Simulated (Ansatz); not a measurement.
Program: Ansatz. Geometries: PBE0-D4/def2-TZVP. ΔE: electronic, gas phase. CCSD(T)/CBS adds triple-zeta CCSD(T) − MP2 to the extrapolated MP2 energy (def2 sets, frozen cores). DFT in def2-TZVPP. B3LYP here is the variant with VWN-RPA as its local correlation; programs differ in this. For Ge, Se outer-core shells are correlated without core-valence functions, which leaves a few kJ/mol of doubt a bond. Scalar relativity is left out up to krypton. One conformer a species, not always the lowest.

Consider the formal exchange of groups at the Se–Ge bond: `[F][Ge]([F])([Cl])[SeH]` + `B1[SiH2]S1` → `[SeH][SiH]1BS1` + `[F][GeH]([F])[Cl]`.

`[F][Ge]([F])([Cl])[SeH]`:

```xyz
6

F    -0.090    1.495    1.478
Ge   -0.092    0.473    0.102
F     0.765    1.346   -1.101
Cl   -2.073    0.290   -0.611
Se    0.950   -1.498    0.703
H     0.541   -2.107   -0.571
```

`B1[SiH2]S1`:

Z-matrix (Å, degrees):
```
Si
S 1 2.169
B 1 1.933 2 50.6
H 1 1.481 2 114.0 3 115.1
H 1 1.481 2 114.0 3 -115.1
H 3 1.184 1 155.2 2 -180.0
```

`[SeH][SiH]1BS1`:

```xyz
7

Se   -1.816    0.885    0.949
Si   -0.205   -0.349   -0.052
B     1.170    0.426   -1.155
S     1.873    0.068    0.426
H    -2.099   -0.152    1.952
H    -0.528   -1.791    0.023
H     1.606    0.913   -2.143
```

`[F][GeH]([F])[Cl]`:

```xyz
5

F     1.417    0.939    0.047
Ge   -0.072    0.094   -0.012
F    -0.193   -0.495   -1.616
Cl    0.076   -1.567    1.279
H    -1.229    1.029    0.302
```

| level | ΔE (kJ/mol) | difference from CCSD(T)/CBS |
| --- | --- | --- |
| revPBE-D4 | -10.1 | 2.2 |
| BLYP-D4 | -5.7 | 6.6 |
| B3LYP-D4 | -7.2 | 5.1 |
| BHLYP-D4 | -7.8 | 4.5 |
| revPBE | -10.5 | 1.8 |
| CAM-B3LYP | -8.3 | 4.0 |
| HF/def2-SVP | -8.6 | 3.7 |
| CCSD(T)/def2-SVP | -7.2 | 5.1 |
| HF/def2-TZVPP | -8.1 | 4.2 |
| CCSD/def2-TZVPP | -9.0 | 3.3 |
| CCSD(T)/CBS | -12.3 | 0 |

Largest T1 diagnostic among the species: 0.017.

At CCSD(T), def2-SVP lies +5.1 kJ/mol from the extrapolated value and def2-TZVPP +2.9 kJ/mol. Leaving LDA and LC-ωPBE aside and taking each functional with its dispersion term where it has one, the values, not all of them listed here, spread over 7.0 kJ/mol, from PBE-QIDH to BLYP-D4.
